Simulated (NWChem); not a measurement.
C₄H₄O₂; SMILES O=C1C=COC1

```xyz
10

O     -0.0444     2.0815     0.0000
C      0.0390     0.8665     0.0000
C      1.2090    -0.0112     0.0000
C      0.7513    -1.2815     0.0000
O     -0.5910    -1.4322     0.0000
C     -1.1584    -0.1046     0.0000
H      2.2409     0.3083     0.0000
H      1.2989    -2.2175     0.0000
H     -1.7804     0.0101    -0.8925
H     -1.7804     0.0101     0.8925
```
Atoms are numbered in this order, from 1.

STO-3G and 3-21G are far too small for this property and stand as cheap habits. All runs use the structure optimised with B3LYP/6-31G* (spherical d).

Problem. Give the principal values of the shielding tensors (ppm) of O1, C2, C3, C4, O5 from Hartree-Fock/STO-3G, GIAO (NWChem), with their diamagnetic and paramagnetic parts as GIAO splits them.

Solution. 
| atom | σ11 | σ22 | σ33 | isotropic | diamagnetic | paramagnetic |
|---|---|---|---|---|---|---|
| O1 | -972.5 | -327.2 | 495.9 | -267.9 | 384.8 | -652.8 |
| C2 | -34.9 | 151.1 | 165.8 | 94.0 | 255.5 | -161.5 |
| C3 | 45.2 | 152.1 | 216.7 | 138.0 | 254.1 | -116.1 |
| C4 | -13.0 | 107.5 | 177.7 | 90.7 | 255.7 | -164.9 |
| O5 | 196.3 | 345.0 | 345.3 | 295.5 | 376.7 | -81.2 |
